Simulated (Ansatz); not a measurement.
Calculation: frozen-core CCSD(T)/def2-TZVPP // TPSS-D3(BJ)/def2-SVP in Ansatz (a first-principles code).

Ansatz 0.2 input:
```yaml
crystal:
  periodic: [false, false, false]
  atoms:
    - { symbol: Zn, position_ang: [0.0, 0.0, 0.0] }
    - { symbol: Cl, position_ang: [-1.918448, -0.787255, -0.358741] }
    - { symbol: Cl, position_ang: [1.918448, 0.787255, 0.358741] }
basis:
  gaussian: { orbitals: def2-TZVPP }
correlation:
  method: ccsd_t
```

Output:

```
Functional definition: HF
951 factors; integrals over basis functions are off by at most 1.3e-3 eV
mean field evaluation 1: about -73386.3066 eV, gradient 2.1e1 eV
mean field evaluation 2: about -73386.5365 eV, gradient 2.1e1 eV
mean field evaluation 4: about -73387.8154 eV, gradient 4.0e0 eV
mean field evaluation 8: about -73387.8432 eV, gradient 1.2e-1 eV
mean field evaluation 16: about -73387.2021 eV, gradient 1.7e1 eV
mean field -73387.84321595 eV, -2696.9534941192 hartree, gradient 3.4e-6 eV, S^2 0.000000; 0 other end points of the search recorded, 0 dependent functions left out
15 core orbitals not correlated
reference -73387.84321595 eV, -2696.9534941192 hartree; 17, 17 occupied and 116, 116 virtual orbitals, 951 factors
second order -32.52577481 eV of doubles, -0.00000000 eV of singles
cycle   1  -29.89693746 eV  change     2.6e0 eV  update   1.4e-1
cycle   2  -30.99349129 eV  change    -1.1e0 eV  update   6.6e-2
cycle   3  -31.21792086 eV  change   -2.2e-1 eV  update   2.1e-2
cycle   4  -31.16611445 eV  change    5.2e-2 eV  update   8.0e-3
cycle   5  -31.14503384 eV  change    2.1e-2 eV  update   3.1e-3
cycle   6  -31.15037704 eV  change   -5.3e-3 eV  update   9.5e-4
cycle   7  -31.15086017 eV  change   -4.8e-4 eV  update   4.8e-4
cycle   8  -31.15011270 eV  change    7.5e-4 eV  update   1.5e-4
cycle   9  -31.15034681 eV  change   -2.3e-4 eV  update   5.0e-5
cycle  10  -31.15045475 eV  change   -1.1e-4 eV  update   1.4e-5
cycle  11  -31.15039773 eV  change    5.7e-5 eV  update   5.3e-6
cycle  12  -31.15039660 eV  change    1.1e-6 eV  update   2.2e-6
perturbative correction -0.91229284 eV, -0.0335261434 hartree
Total energy: -73419.90590538 eV, -2698.1317762230 hartree
```

Cost: around 14 core-seconds (rough).
